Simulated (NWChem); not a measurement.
# Atomisation of HAlBr$_{2}$O

```
Al
O 1 1.6906
H 2 0.9619 1 126.67
Br 1 2.2423 2 117.40 3 180.00
Br 1 2.2537 2 121.80 3 0.00
```
Charge 0, spin multiplicity 1.

Everything below was run with NWChem. Structure: optimised with B3LYP/def2-SVP, a minimum by its harmonic frequencies. It is one conformer; others weren't searched.

Basis set: def2-TZVP. The atomisation energy is electronic alone: no zero-point, thermal, spin-orbit or counterpoise terms. No value is extrapolated to the basis-set limit. Free atoms are single determinants with multiplicities Al 2, Br 2, O 3, H 2.

The Hamiltonian is non-relativistic. B3LYP has NWChem's definition, with VWN1-RPA local correlation. The structure started from a generated list of species. The stability of the SCF solutions was not checked. Open-shell Hartree-Fock references start from PBE0 orbitals.

**Question.** One of these methods gave an atomisation energy of 394.6 kcal/mol. Which?
(A) B3LYP
(B) TPSS
(C) HF
(D) PBE

**Answer.** B, TPSS. The others give 400.6 (PBE), 387.5 (B3LYP), 291.6 (HF).
